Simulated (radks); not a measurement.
The numbers below are computed, except where a source is named.
Mean orbital radii <r> (bohr) of the zinc ion Zn+, [Ar] 3d10 4s1, at several levels of relativity; Dirac values are averaged over j with weights 2j + 1. Spin-unpolarised spherical Kohn-Sham, LDA (Slater exchange, Perdew-Wang correlation), point nucleus unless stated (finite: rms radius 3.9283 fm), a radial shooting solver on a logarithmic mesh with Libxc functionals. A level marked "c x" has the speed of light scaled by that factor.

shell       non-rel.  scalar-rel.  scalar-rel., finite nucleus  Dirac, finite nucleus  change of magnitude, last against first (%)
1s           0.05118      0.05038                      0.05038                0.05038                                        -1.56
2s            0.2302       0.2266                       0.2266                 0.2264                                        -1.66
2p            0.1999       0.1985                       0.1985                 0.1984                                        -0.76
3s            0.6933       0.6826                       0.6826                 0.6825                                        -1.56
3p            0.7192       0.7144                       0.7144                 0.7144                                        -0.67
3d            0.8922       0.8974                       0.8974                 0.8975                                        +0.60
4s             2.417        2.378                        2.378                  2.378                                        -1.59
4p (empty)     3.100        3.081                        3.081                  3.081                                        -0.60
5s (empty)     6.500        6.441                        6.441                  6.441                                        -0.91
